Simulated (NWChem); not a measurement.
System: C3H5FSi; SMILES C#C[SiH2]CF

NWChem input:

```
start job
memory heap 200 mb stack 900 mb global 1100 mb
geometry units angstroms noautosym nocenter noautoz
  C      0.926534    -2.490500    -0.045865
  C      0.187217    -1.526641     0.025127
  Si    -0.911241    -0.062741     0.123371
  C     -0.011983     1.480466    -0.524107
  F      1.059557     1.787691     0.285146
  H      1.580015    -3.343155    -0.106238
  H     -1.318966     0.151578     1.540680
  H     -2.119924    -0.289660    -0.725438
  H      0.345368     1.316535    -1.556548
  H     -0.707212     2.339759    -0.550256
end
basis spherical
  * library def2-svp
end
dft
  xc pbe0
  iterations 150
end
cosmo
  do_cosmo_smd true
  solvent toluene
end
task dft energy
```

Output (shortened):

```
             Northwest Computational Chemistry Package (NWChem) 7.3.0
             --------------------------------------------------------

                             Geometry "geometry" -> ""
                             -------------------------

 Output coordinates in angstroms (scale by  1.889725989 to convert to a.u.)

  No.       Tag          Charge          X              Y              Z
 ---- ---------------- ---------- -------------- -------------- --------------
    1 C                    6.0000     0.92653400    -2.49050000    -0.04586500
    2 C                    6.0000     0.18721700    -1.52664100     0.02512700
    3 Si                  14.0000    -0.91124100    -0.06274100     0.12337100
    4 C                    6.0000    -0.01198300     1.48046600    -0.52410700
    5 F                    9.0000     1.05955700     1.78769100     0.28514600
    6 H                    1.0000     1.58001500    -3.34315500    -0.10623800
    7 H                    1.0000    -1.31896600     0.15157800     1.54068000
    8 H                    1.0000    -2.11992400    -0.28966000    -0.72543800
    9 H                    1.0000     0.34536800     1.31653500    -1.55654800
   10 H                    1.0000    -0.70721200     2.33975900    -0.55025600

 Effective nuclear repulsion energy (a.u.)     196.7802735541

                                 NWChem DFT Module
                                 -----------------

 Summary of "ao basis" -> "ao basis" (spherical)
 ------------------------------------------------------------------------------
       Tag                 Description            Shells   Functions and Types
 ---------------- ------------------------------  ------  ---------------------
 C                          def2-svp                 6       14   3s2p1d
 Si                         def2-svp                 8       18   4s3p1d
 F                          def2-svp                 6       14   3s2p1d
 H                          def2-svp                 3        5   2s1p

 in cosmo_initialize ...
 calling solv_data for solv:toluene

 solvent parameters
 solvname_short: toluene
 solvname_long:  toluene
 dielec:        2.3741
 dielecinf:     2.2383
 nonaqueous SMD model solvent descriptors
 dielec:        2.3741
 sola:          0.0000
 solb:          0.1400
 solc:          0.8570
 solg:         40.2000
 solh:          0.0000
 soln:          1.4961

[...]

                                COSMO-SMD solvation results
                                ---------------------------

             internal energy in gas <Psi(g)|H|Psi(g)> =      -505.960834717079
         internal energy in solvent <Psi(s)|H|Psi(s)> =      -505.960394502661
                               delta internal energy  =         0.000440214419 (    0.28 kcal/mol)
   total free energy in solvent <Psi(s)|H+V/2|Psi(s)> =      -505.965725435238
 polarization energy contribution <Psi(s)|V/2|Psi(s)> =        -0.005330932578 (   -3.35 kcal/mol)
    total free energy in solvent including G(SMD-CDS) =      -505.963980577204
                       G(SMD-CDS) energy contribution =         0.001744858034 (    1.09 kcal/mol)
     1 M fixed-concentration free energy of solvation =        -0.003145860125 (   -1.97 kcal/mol)

                       DFT Final Molecular Orbital Analysis
                       ------------------------------------

 Vector   21  Occ=2.000000D+00  E=-3.325258D-01
              MO Center=  2.6D-01, -1.8D-01, -7.1D-02, r^2= 4.3D+00
   Bfn.  Coefficient  Atom+Function         Bfn.  Coefficient  Atom+Function
  ----- ------------  ---------------      ----- ------------  ---------------
    65     -0.245047   5 F  py               18      0.230132   2 C  px
    66      0.198391   5 F  pz               68      0.182716   5 F  py
    51     -0.174592   4 C  py                4      0.171726   1 C  px
    37      0.160819   3 Si py                5      0.159604   1 C  py
    52      0.155177   4 C  pz               69     -0.143130   5 F  pz

 Vector   22  Occ=2.000000D+00  E=-3.064491D-01
              MO Center=  2.6D-01, -1.7D+00,  4.0D-02, r^2= 2.6D+00
   Bfn.  Coefficient  Atom+Function         Bfn.  Coefficient  Atom+Function
  ----- ------------  ---------------      ----- ------------  ---------------
     6      0.370033   1 C  pz               20      0.353839   2 C  pz
     9      0.220389   1 C  pz               23      0.218899   2 C  pz
    80     -0.140671   7 H  s                85      0.140553   8 H  s
     4      0.138830   1 C  px               18      0.132650   2 C  px
    86      0.108349   8 H  s                81     -0.106526   7 H  s

 Vector   23  Occ=2.000000D+00  E=-2.990836D-01
              MO Center=  2.4D-01, -6.2D-01, -8.5D-02, r^2= 4.5D+00
   Bfn.  Coefficient  Atom+Function         Bfn.  Coefficient  Atom+Function
  ----- ------------  ---------------      ----- ------------  ---------------
     4      0.241305   1 C  px               51      0.232039   4 C  py
    18      0.204014   2 C  px               65      0.193570   5 F  py
    19      0.186342   2 C  py                5      0.185304   1 C  py
    49     -0.152298   4 C  s                68     -0.151049   5 F  py
     7      0.144068   1 C  px                6     -0.132793   1 C  pz

 Vector   24  Occ=0.000000D+00  E=-5.599077D-03
              MO Center=  4.2D-02, -1.3D+00,  1.3D-02, r^2= 4.2D+00
   Bfn.  Coefficient  Atom+Function         Bfn.  Coefficient  Atom+Function
  ----- ------------  ---------------      ----- ------------  ---------------
    49      0.646584   4 C  s                40     -0.478123   3 Si py
    39     -0.436520   3 Si px                7      0.408845   1 C  px
    86     -0.377063   8 H  s                 8      0.308754   1 C  py
     4      0.288740   1 C  px               21     -0.284335   2 C  px
    22     -0.265053   2 C  py               96     -0.240679  10 H  s

[...]
```

Level: PBE0/def2-SVP, SMD on the gas-phase geometry. Structure relaxed at the PBE0/def2-SVP level. Solvent: toluene.
